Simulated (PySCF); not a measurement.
Compound: C4H11NSi.
Bonds: Si1–N2, N2–C3, C3–C4, C4–C5, C5–C6, N2–C6. Hydrogens: H7, H8, H9 on Si1; H10, H11 on C3; H12, H13 on C4; H14, H15 on C5; H16, H17 on C6.

Method: core-valence-separated Tamm–Dancoff BHandHLYP/aug-pcX-1 (pcseg-1 on H, def2-SVPD on Si) in PySCF, non-relativistic, gas phase, PBE0-D3(BJ)/def2-SVP geometry.

Computed nitrogen K-edge spectrum, Gaussian lines of 0.4 eV full width, highest printed point 100; it ends one width below the last computed root. No empirical shift is added; at this level the pattern usually sits a few eV under experiment.

| photon energy (eV) | absorption |
| --- | --- |
| 399.3 | 1 |
| 399.4 | 6 |
| 399.5 | 20 |
| 399.6 | 48 |
| 399.7 | 82 |
| 399.8 | 100 |
| 399.9 | 86 |
| 400.0 | 53 |
| 400.1 | 27 |
| 400.2 | 22 |
| 400.3 | 33 |
| 400.4 | 53 |
| 400.5 | 74 |
| 400.6 | 91 |
| 400.7 | 98 |
| 400.8 | 89 |
| 400.9 | 67 |
| 401.0 | 47 |
| 401.1 | 42 |

**Question.** Where are the maxima, and which lines make them up?

**Answer.** 2 maxima:
- 399.8 eV: N2 (silicon-bound nitrogen), 399.81 eV, f = 0.011, 100 % of the height at the exact maximum
- 400.7 eV: N2 (silicon-bound nitrogen), 400.77 eV, f = 0.005, 46 % of the height at the exact maximum; N2 (silicon-bound nitrogen), 400.69 eV, f = 0.004, 38 % of the height at the exact maximum; N2 (silicon-bound nitrogen), 400.45 eV, f = 0.004, 15 % of the height at the exact maximum

Further lines of some strength in the range: N2, 401.06 eV, f = 0.001.

Roots within 0.03 eV on the same or equivalent atoms count as one line; shares under 12 % aren't listed.

Vibrational structure and lifetime widths aren't in the curve. The ionisation threshold wasn't computed; near and above it a finite basis only mimics Rydberg series and continuum.

One conformer stands for the species.
